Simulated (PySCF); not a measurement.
PySCF job for AlBrClH₂N, SMILES [NH2][Al]([Cl])[Br], IEF-PCM-PBE0/def2-SVP. Geometry optimised at TPSSh-D3(BJ)/def2-SVP. One conformer was computed; it need not be the lowest.

```python
import numpy as np
from pyscf import gto, scf, dft
from pyscf.solvent import pcm

mol = gto.M(
    atom='''
    Al   -0.41276441   -0.61162279    0.00000000
    Cl    1.01431014   -2.15169387    0.00000000
    Br    0.23940189    1.54025841    0.00000000
    N    -2.12551478   -1.01267060    0.00000000
    H    -2.88026389   -0.33121676    0.00000000
    H    -2.49753392   -1.95924114    0.00000000
    ''',
    basis='def2-SVP',
    charge=0,
    spin=0,
    max_memory=1600,
    verbose=3,
)
mf = dft.RKS(mol, xc='pbe0').density_fit(auxbasis='def2-universal-jkfit')
mf.grids.level = 3
mf.conv_tol = 1e-9
mf.max_cycle = 100
mf.kernel()
res = {}
for name, eps in {'water': 78.355, 'N,N-dimethylformamide': 37.219, 'diethylether': 4.24}.items():
    s = mf.PCM()
    s.with_solvent.method, s.with_solvent.eps, s.with_solvent.lebedev_order = 'IEF-PCM', eps, 29
    s.kernel(mf.make_rdm1())
    res[name] = (s.e_tot, eps, s.dip_moment(), s.mo_energy, s.converged)
    print(f'{name}: electrostatic solvation free energy {(s.e_tot - mf.e_tot) * 627.509474:.3f} kcal/mol')
```

Output:

```
converged SCF energy = -3331.72196393948

WARN: PCM is an experimental feature. It is still in testing.
Features and APIs may be changed in the future.

converged SCF energy = -3331.73076457561
Dipole moment(X, Y, Z, Debye): -3.08970, -0.68619, -0.00000
water: electrostatic solvation free energy -5.522 kcal/mol

WARN: PCM is an experimental feature. It is still in testing.
Features and APIs may be changed in the future.

converged SCF energy = -3331.73056251807
Dipole moment(X, Y, Z, Debye): -3.07674, -0.68212,  0.00000
N,N-dimethylformamide: electrostatic solvation free energy -5.396 kcal/mol

WARN: PCM is an experimental feature. It is still in testing.
Features and APIs may be changed in the future.

converged SCF energy = -3331.72794776681
Dipole moment(X, Y, Z, Debye): -2.90712, -0.62940,  0.00000
diethylether: electrostatic solvation free energy -3.755 kcal/mol
```

The run converged.
